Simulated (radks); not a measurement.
Values are calculated unless marked as measured or tabulated.
Effect of the nuclear size on neutral fluorine, [He] 2s2 2p5. Code: a radial shooting solver on a logarithmic mesh with Libxc functionals. Model: Dirac Kohn-Sham, LDA (Slater exchange, Perdew-Wang correlation), spin-unpolarised, spherical densities, finite nucleus; open shells fill j = l - 1/2 first; Fermi nuclear charge, rms radius 2.8976 fm. The rms radius is varied about that value; shifts are against it.

[
 {"rms radius (fm)": "2.3644", "total energy shift (eV)": "-0.000236", "density at nucleus (e/bohr^3)": "459.6", "1s1/2 shift (meV)": "-0.096"},
 {"rms radius (fm)": "2.6716", "total energy shift (eV)": "-0.000106", "density at nucleus (e/bohr^3)": "459.3", "1s1/2 shift (meV)": "-0.043"},
 {"rms radius (fm)": "2.8976", "total energy shift (eV)": "0", "density at nucleus (e/bohr^3)": "459.1", "1s1/2 shift (meV)": "0.000"},
 {"rms radius (fm)": "3.1845", "total energy shift (eV)": "0.000147", "density at nucleus (e/bohr^3)": "458.8", "1s1/2 shift (meV)": "0.059"},
 {"rms radius (fm)": "3.5843", "total energy shift (eV)": "0.000374", "density at nucleus (e/bohr^3)": "458.5", "1s1/2 shift (meV)": "0.152"}
]

Slopes of the eigenvalues against <r^2> in GHz/fm^2, as finite differences over the two radii next to the reference (eigenvalue slopes, not the field-shift constants of lines): 1s1/2 8.25.
